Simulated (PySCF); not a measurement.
A GIAO shielding run with PySCF (density fitting, non-relativistic, gas phase) on SMILES CC[Si@@H]1NC[SiH2][C@@H]1C#N, C5H12N2Si2:

```
$ OMP_NUM_THREADS=1 python probes_run.py task.json out

{"job": {"kind": "nmr", "xc": "PBE0", "basis": "pcSseg-1"}, "charge": 0, "multiplicity": 1}
C      2.982266     0.330440    -0.499654
C      1.858696    -0.655090    -0.205612
Si     0.161770    -0.008790    -0.739644
N     -0.267307     1.386108     0.162390
C     -1.649448     1.633766     0.532403
Si    -2.486791    -0.065160     0.790568
C     -1.316387    -1.149323    -0.263260
C     -0.894734    -2.310632     0.430541
N     -0.536454    -3.237988     1.001989
H      3.011405     0.571572    -1.559759
H      3.948362    -0.085067    -0.219257
H      2.836543     1.254545     0.054359
H      1.856939    -0.893977     0.858706
H      2.062375    -1.590047    -0.727693
H      0.110269     0.149755    -2.211677
H      0.291006     2.223807     0.113444
H     -2.168386     2.215573    -0.239696
H     -1.673262     2.235251     1.443770
H     -2.465712    -0.448404     2.201785
H     -3.849683    -0.064552     0.249523
H     -1.820389    -1.474844    -1.173698
```

Hardware: 1 thread of an Arm Neoverse N1, shared host. The job also computes population analyses, field gradients, ring-centre shieldings.

Task: How large is the calculation?

Result: 84 electrons, 227 basis functions and 1213 auxiliary functions.

Task: How long does it take, and how much memory does it need?

Result: 95 s of wall time, with 14 SCF cycles and 5 response iterations; peak memory 1 GiB. Times on a shared host scatter by some tens of per cent.
